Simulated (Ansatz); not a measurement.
Consider the formal exchange of groups at a B–Ge bond: `O[BH][GeH2][CH2]O` + `[GaH2][GeH3]` → `O[BH][GaH][GeH3]` + `O[CH2][GeH3]`.

Calculated with Ansatz (gas phase, PBE0-D4/def2-TZVP geometries, no zero-point term in ΔE). CBS: MP2 limit from def2 TZ/QZ plus the TZ coupled-cluster correction, frozen cores. Functionals use def2-TZVPP. B3LYP here is the variant with VWN-RPA as its local correlation; programs differ in this. For Ga, Ge outer-core shells are correlated without core-valence functions, which leaves a few kJ/mol of doubt a bond. Scalar relativity is left out up to krypton. Each species was taken in one conformer, which may not be the lowest.

Problem. Is it downhill or uphill in electronic energy at CCSD(T)/CBS, and by how much? (Best estimate.)

Solution. Ansatz gave: Uphill: ΔE = +3.7 kJ/mol.

Problem. What do these levels give: r2SCAN-D4, B3LYP-D4, B2PLYP, PBE, PBE0, B3LYP, HF/def2-TZVPP, MP2/def2-TZVPP, SCS-MP2/def2-TZVPP, CCSD/def2-TZVPP, MP2/def2-QZVPP, CCSD/CBS(def2)? (An estimate is asked.)

Solution. The calculation gave: r2SCAN-D4 5.7, B3LYP-D4 3.6, B2PLYP 3.6, PBE 3.9, PBE0 3.8, B3LYP 2.7, HF/def2-TZVPP 2.8, MP2/def2-TZVPP 4.7, SCS-MP2/def2-TZVPP 4.1, CCSD/def2-TZVPP 4.0, MP2/def2-QZVPP 4.2, CCSD/CBS(def2) 3.1 kJ/mol.

Largest T1 diagnostic among the species: 0.014.
